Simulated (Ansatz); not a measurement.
Mulliken charges of GeH$_{5}$O$_{2}$SSi, SMILES `O[SiH][S][GeH2][OH]` radical from r2SCAN/def2-TZVPP in Ansatz (PBE0-D4/def2-TZVP geometry).

| atom | x (Å) | y (Å) | z (Å) | charge (e) |
| --- | --- | --- | --- | --- |
| O1 | -1.827 | -1.065 | 0.392 | -0.390 |
| Si2 | -0.376 | -1.676 | 0.842 | 0.381 |
| S3 | 1.160 | -1.290 | -0.623 | -0.358 |
| Ge4 | 1.134 | 0.900 | -0.421 | 0.482 |
| O5 | -0.610 | 1.357 | -0.438 | -0.481 |
| H6 | -1.748 | -0.160 | 0.046 | 0.227 |
| H7 | -0.506 | -3.158 | 0.913 | -0.063 |
| H8 | 1.715 | 1.396 | 0.915 | -0.005 |
| H9 | 1.836 | 1.510 | -1.642 | 0.001 |
| H10 | -0.777 | 2.187 | 0.017 | 0.205 |

By hand: the dipole of these point charges (1 e Å = 4.8032 D).

Σ q r = (0.463, 0.625, 0.349) e Å, of length 0.853 e Å = 4.10 D.

How does the dipole of the full density compare? (Estimate.)

The calculation gave: (0.219, 0.619, 0.119) e Å, 3.21 D; the point charges give 1.28 times that, at 21° from its direction.

Point charges leave out the atoms' own dipoles, such as those of lone pairs, and Mulliken's split depends on the basis, so the two needn't agree.
